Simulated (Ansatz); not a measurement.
A nudged elastic band was laid between two geometries of CH₂FOSi (6 atoms, charge 0, multiplicity 2).

Theory: UKS B3LYP/def2-SVP (Ansatz 0.2.0).

| Quantity | Value |
| --- | --- |
| movable images | 5 |
| climbing image | yes |
| spring | 5.0 eV/Å² |
| optimiser | quadratic models (default) |
| start path | through a guess of the saddle point |
| force threshold | 0.05 eV/Å |
| iteration limit | 60 |
| end points | relaxed |

Image 0:

```xyz
6
Properties=species:S:1:pos:R:3
O 2.124 -0.404 0.464
Si 0.845 -0.084 -0.335
C -0.806 0.063 0.448
F -1.876 0.339 -0.293
H 0.746 0.142 -1.799
H -1.033 -0.056 1.516
```

Image 6:

```xyz
6
Properties=species:S:1:pos:R:3
O 2.106 -0.408 0.512
Si 0.850 -0.087 -0.320
C -0.862 0.093 0.313
F -1.159 -0.048 1.595
H 0.806 0.131 -1.789
H -1.741 0.320 -0.310
```

(1) Which bonds break or form, and what moves?

(2) Give the energies along the band, and the barrier.

(3) What is the geometry of the highest image?

(4) What are the harmonic wavenumbers there?

The band took 9 iterations and about 2.4 core-minutes.

Results:

(1) No bond is made or broken. The dihedral O1–Si2–C3–F4 goes from -180 to 0°.

(2) It converged. The highest image is number 3 of 0 to 6, 10.1 kcal/mol above the first end and 9.2 kcal/mol above the last; the last end lies 0.9 kcal/mol above the first. A vibrational analysis at the climbing image gives one clearly imaginary mode, 223i cm⁻¹: a first-order saddle point.

```tsv
image	path coordinate (Å)	energy (kcal/mol)	dihedral O1–Si2–C3–F4 (°)
0	0.00	0.0	-180
1	0.61	2.3	-150
2	1.22	7.3	-119
3	1.84	10.1	-86
4	2.42	7.6	-55
5	3.01	3.1	-26
6	3.59	0.9	0
```

(3) 
```xyz
6
Properties=species:S:1:pos:R:3
O 1.937 -1.003 0.201
Si 0.838 -0.077 -0.346
C -0.846 0.149 0.417
F -1.828 -0.698 0.081
H 1.034 0.768 -1.555
H -1.135 0.860 1.202
```

(4) 223i, 197, 270, 377, 533, 699, 845, 1194, 1219, 1341, 2232, 3147 cm⁻¹.

Run time: 2.4 min on 1 thread of Arm Neoverse V2, on a shared host, peak memory 0.24 GiB.
